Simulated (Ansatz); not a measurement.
BCl2 (SMILES Cl[B]Cl), doublet, at a GFN2-xTB geometry; CCSD(T)/def2-SV(P) (Ansatz, a first-principles code).

Input for Ansatz:
Ansatz 0.2 input:
```yaml
crystal:
  periodic: [false, false, false]
  atoms:
    - {symbol: Cl, position_ang: [-1.48182678, -0.13553318, -0.02688284]}
    - {symbol: B, position_ang: [-0.01475540, 0.71386629, 0.00326913]}
    - {symbol: Cl, position_ang: [1.48616661, -0.07442749, 0.02592133]}
basis:
  gaussian:
    orbitals: def2-SV_P_.json
magnetization: {spin_polarized: true, initial_magnetization: 1}
correlation: {method: ccsd_t, electrons: all}
```
The basis file holds def2-SV(P) in the JSON format of the Basis Set Exchange.

The log (banner, timings and long lists left out):

```
Functional definition: HF
466 factors; integrals over basis functions are off by at most 8.7e-4 eV
mean field evaluation 1: about -25669.7071 eV, gradient 1.1e1 eV
mean field evaluation 2: about -25669.7573 eV, gradient 1.1e1 eV
mean field evaluation 4: about -25670.9196 eV, gradient 2.1e0 eV
mean field evaluation 8: about -25671.0036 eV, gradient 2.5e-1 eV
mean field evaluation 16: about -25671.0051 eV, gradient 2.1e-6 eV
mean field evaluation 32: about -25668.2150 eV, gradient 9.4e-2 eV
mean field -25671.00507652 eV, -943.3920361297 hartree, gradient 2.1e-6 eV, S^2 0.754579; 1 other end points of the search recorded, 0 dependent functions left out
determinant -25671.00507652 eV, -943.3920361297 hartree, with singles and doubles -25681.15296665 eV, -943.7649642137 hartree
determinant -25668.21535734 eV, -943.2895158410 hartree, with singles and doubles -25678.53851349 eV, -943.6688848321 hartree
reference -25671.00507652 eV, -943.3920361297 hartree; 20, 19 occupied and 30, 31 virtual orbitals, 466 factors
second order -9.44526418 eV of doubles, -0.00000000 eV of singles
cycle   1  -10.14799012 eV  change   -1.0e-4 eV  update   3.8e-4
cycle   2  -10.14806387 eV  change   -7.4e-5 eV  update   2.3e-4
cycle   3  -10.14805992 eV  change    3.9e-6 eV  update   8.0e-5
cycle   4  -10.14805400 eV  change    5.9e-6 eV  update   2.5e-5
perturbative correction -0.27037948 eV, -0.0099362627 hartree
Total energy: -25681.42350999 eV, -943.7749064982 hartree
```
